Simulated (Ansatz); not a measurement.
The first iterations of a band of ClGeH3O + ClH (8 atoms, charge 0, multiplicity 1).

Level of theory: Ansatz, RKS BHLYP/def2-SVP.

- movable images: 7
- climbing image: yes
- spring: 5.0 eV/Å²
- optimiser: quadratic models (default)
- start path: straight line
- force threshold: 0.05 eV/Å
- iteration limit: 60
- end points: relaxed

Image 0:

```xyz
8
Properties=species:S:1:pos:R:3
Ge -0.238 0.153 -0.116
O -0.229 -0.340 1.589
H -1.060 -0.272 2.057
H 1.121 -0.254 -0.650
H -0.595 1.630 -0.226
Cl -1.783 -0.961 -1.123
Cl 1.970 -2.513 1.986
H 1.022 -1.631 2.018
```

Image 8:

```xyz
8
Properties=species:S:1:pos:R:3
Ge 0.831 -0.576 -0.240
O -1.149 0.210 2.082
H -1.781 -0.352 1.636
H 1.789 -0.944 -1.364
H 0.662 0.904 0.023
Cl -1.070 -1.465 -0.758
Cl 1.571 -1.571 1.529
H -0.645 -0.392 2.628
```

| iteration | highest image above the first end (eV) | largest band force component (eV/Å) |
| --- | --- | --- |
| 1 | 4.138 | 17.115 |
| 2 | 1.726 | 2.919 |
| 3 | 1.139 | 6.718 |
| 4 | 0.999 | 0.921 |
| 5 | 0.989 | 0.481 |
| 6 | 0.977 | 0.442 |
| 7 | 0.962 | 0.229 |

Q: Does the band converge within its limit, and where does its top end?

A: It converged. It ended after 21 iterations with the highest image 0.562 eV above the first end. The order of the stationary point at the top wasn't checked. The orbitals stay closed-shell, which can raise the energy where a bond breaks towards radicals; this wasn't checked here.

Time of the run: 7.7 min on 2 threads of Arm Neoverse V1, on a shared host, peak memory 0.25 GiB.
